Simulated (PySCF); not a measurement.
**SMILES CCS(=O)(=O)OC1CC1, C$_{5}$H$_{10}$O$_{3}$S**

Geometry:
| atom | x (Å) | y (Å) | z (Å) |
| --- | --- | --- | --- |
| C1 | 2.717 | 0.547 | -0.318 |
| C2 | 2.186 | -0.324 | 0.794 |
| S3 | 0.565 | -0.947 | 0.301 |
| O4 | 0.054 | -1.828 | 1.307 |
| O5 | 0.579 | -1.421 | -1.047 |
| O6 | -0.245 | 0.464 | 0.351 |
| C7 | -1.428 | 0.509 | -0.400 |
| C8 | -2.691 | 0.898 | 0.305 |
| C9 | -2.494 | -0.515 | -0.159 |
| H10 | 2.696 | -0.013 | -1.249 |
| H11 | 2.089 | 1.427 | -0.431 |
| H12 | 3.738 | 0.865 | -0.115 |
| H13 | 2.801 | -1.200 | 0.974 |
| H14 | 2.017 | 0.212 | 1.722 |
| H15 | -1.252 | 0.847 | -1.416 |
| H16 | -2.620 | 1.093 | 1.363 |
| H17 | -3.387 | 1.532 | -0.222 |
| H18 | -2.282 | -1.267 | 0.584 |
| H19 | -3.053 | -0.870 | -1.010 |

Computed with GIAO PBE/pcSseg-1 magnetisability, rotational g tensor and spin-rotation constants, non-relativistic, gas phase in PySCF 2.14.0. Geometry: GFN2-xTB.

Problem. Give the nuclear spin-rotation constants along the inertial axes (H = +C I·J) beside the isotropic shieldings.

Solution. Rotational constants 2.6737, 1.0252, 0.9152 GHz. A star marks the isotopologue with that one atom substituted, in its own axes.
| atom | isotope | Caa (kHz) | Cbb (kHz) | Ccc (kHz) | mean (kHz) | σ (ppm) |
| --- | --- | --- | --- | --- | --- | --- |
| H10 | 1H | -0.289 | -0.106 | 0.015 | -0.127 | 30.0 |
| H11 | 1H | -0.131 | -0.030 | -0.111 | -0.091 | 30.3 |
| H12 | 1H | -0.008 | -0.096 | -0.099 | -0.068 | 30.5 |
| H13 | 1H | -0.043 | -0.045 | -0.115 | -0.068 | 28.9 |
| H14 | 1H | -0.279 | -0.118 | 0.037 | -0.120 | 28.6 |
| H15 | 1H | -0.269 | -0.051 | -0.007 | -0.109 | 27.9 |
| H16 | 1H | -0.278 | -0.126 | 0.015 | -0.130 | 30.8 |
| H17 | 1H | -0.102 | -0.070 | -0.098 | -0.090 | 31.0 |
| H18 | 1H | -0.235 | -0.010 | -0.082 | -0.109 | 29.6 |
| H19 | 1H | -0.221 | -0.104 | -0.025 | -0.117 | 30.9 |
| C1 | 13C* | 0.384 | 0.136 | 0.121 | 0.214 | 171.8 |
| C2 | 13C* | 0.483 | 0.214 | 0.205 | 0.300 | 126.8 |
| S3 | 33S* | 1.266 | 0.418 | 0.329 | 0.671 | 162.1 |
| O4 | 17O* | -0.665 | -0.276 | -0.242 | -0.394 | 78.3 |
| O6 | 17O* | -0.666 | -0.208 | -0.204 | -0.359 | 122.4 |
| C7 | 13C* | 0.486 | 0.241 | 0.161 | 0.296 | 130.9 |
| C8 | 13C* | 0.352 | 0.158 | 0.108 | 0.206 | 172.9 |

For the geometry as given, no vibrational averaging.
